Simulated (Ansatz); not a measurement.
MgAl3. The state is a doublet with charge 0. Geometry PBE0-D4/def2-TZVP.

```csv
atom,x (Å),y (Å),z (Å)
Al1,0.490,-1.593,-0.683
Al2,0.867,0.537,1.478
Al3,-1.457,-0.176,0.430
Mg4,0.100,1.232,-1.225
```

B3LYP takes the VWN-RPA correlation. At r2SCAN-D4/def2-TZVP, B3LYP-D4/6-31G, PBE0-D4/def2-SVP, PBE0-D4/def2-TZVPD and others the charge 0 doublet is spin-contaminated (final ⟨S²⟩ up to 1.35, 0.75 for a pure state). The geometry of the doublet was relaxed on an unsound state (⟨S²⟩ 1.17, where a pure state has 0.75). The structure comes from a short search, and lower isomers may exist.

(1) Estimate the α-spin orbital energies around the gap (eV) in Ansatz with r2SCAN-D4/def2-TZVP, B3LYP-D4/6-31G, PBE0-D4/def2-SVP, PBE0-D4/def2-TZVPD, CAM-B3LYP-D4/def2-TZVP.

## Answers

(1) 
```tsv
orbital	r2SCAN-D4/def2-TZVP	B3LYP-D4/6-31G	PBE0-D4/def2-SVP	PBE0-D4/def2-TZVPD	CAM-B3LYP-D4/def2-TZVP
HOMO−9	-70.57	-72.91	-73.69	-73.53	-74.67
HOMO−8	-49.29	-51.45	-52.32	-51.91	-53.25
HOMO−7	-49.29	-51.43	-52.31	-51.91	-53.25
HOMO−6	-49.28	-51.42	-52.29	-51.90	-53.23
HOMO−5	-10.86	-12.05	-12.13	-11.97	-13.60
HOMO−4	-7.47	-8.28	-8.38	-8.32	-9.60
HOMO−3	-7.04	-7.70	-7.88	-7.82	-9.01
HOMO−2	-6.06	-6.54	-6.67	-6.59	-7.45
HOMO−1	-4.27	-4.52	-4.81	-4.74	-5.60
HOMO	-4.06	-4.29	-4.59	-4.54	-5.41
LUMO	-3.21	-2.76	-2.70	-2.64	-1.71
LUMO+1	-2.90	-2.56	-2.52	-2.43	-1.43
LUMO+2	-2.89	-2.44	-2.41	-2.32	-1.30
LUMO+3	-2.53	-2.16	-2.14	-2.06	-1.02
LUMO+4	-0.17	-0.06	0.36	-0.15	1.01
LUMO+5	0.17	0.31	0.61	0.06	1.40
β HOMO	-4.12	-4.28	-4.59	-4.55	-5.37
β LUMO	-2.99	-2.78	-2.71	-2.62	-1.71
```
